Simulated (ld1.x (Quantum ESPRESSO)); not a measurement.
## copper (Cu): one change to a TM potential, before and after

- Element: copper (Cu)
- Generator: ld1.x (Quantum ESPRESSO) 7.5
- Type: norm-conserving Troullier–Martins (Kleinman–Bylander form)
- Functional: PBE
- Relativity: scalar-relativistic
- Frozen core: [Ne] 3s2
- Valence charge: 17
- Reference configuration: 3p6 3d10 4s0 4p0 (charge +1)
- Partial waves: 4s (bound, empty): rc 1.80 bohr; 3p (bound): rc 0.80 bohr; 3d (bound): rc 1.50 bohr
- Local potential: all-electron potential smoothed inside 1.80 bohr (lloc = -2)
- Core correction: a·sin(br)/r model core, default radius (core density twice the valence density)

Change: wave 4s (bound): rc 1.80 bohr becomes 4s (bound): rc 2.60 bohr.

Cutoffs: the cutoffs (Ry, on a coarse ladder) from which the occupation-weighted sum of valence levels, in a spherical-Bessel basis at the reference potential, stays within 10 and 1 mRy of its value at 400 Ry; they do not see the model core or the augmentation charge, which bear on the density cutoff. Errors are all-electron minus pseudo energies relative to the spin-unpolarised reference configuration.

**Question.** Predict the effect on cutoff, ghosts and configuration errors.

**Answer.** The potential gets neither clearly harder nor softer (180 Ry and 300 Ry → 180 Ry and 300 Ry); of the 7 tests that both files solve, the error grows in 0 and shrinks in 4 by more than 15 % and 0.3 meV (median size 98.4 → 47.3 meV); neither file shows a bound ghost. That the errors move this way runs against the usual rule that smaller radii transfer better.

| quantity | base | changed |
| --- | --- | --- |
| cutoff, loose | 180 Ry | 180 Ry |
| cutoff, tight | 300 Ry | 300 Ry |
| bound ghosts | none | none |
| error for 3p6 3d10 4s1 4p0, meV [ΔE -8.15 eV] | -6.8 | -3.8 |
| error for 3p6 3d9 4s0 4p0, meV [ΔE 21.33 eV] | -79 | -79 |
| error for 3p6 3d8 4s0 4p0, meV [ΔE 60.35 eV] | -369 | -369 |
| error for 3p6 3d9 4s1 4p0, meV [ΔE 3.43 eV] | -98 | -35 |
| error for 3p6 3d10 4s0 4p1, meV [ΔE -4.01 eV] | -192 | -192 |
| error for 3p6 3d9 4s2 4p0, meV [ΔE -6.18 eV] | -137 | -47 |
| error for 3p6 3d10 4s0.5 4p0, meV [ΔE -4.99 eV] | -1.9 | -1.4 |
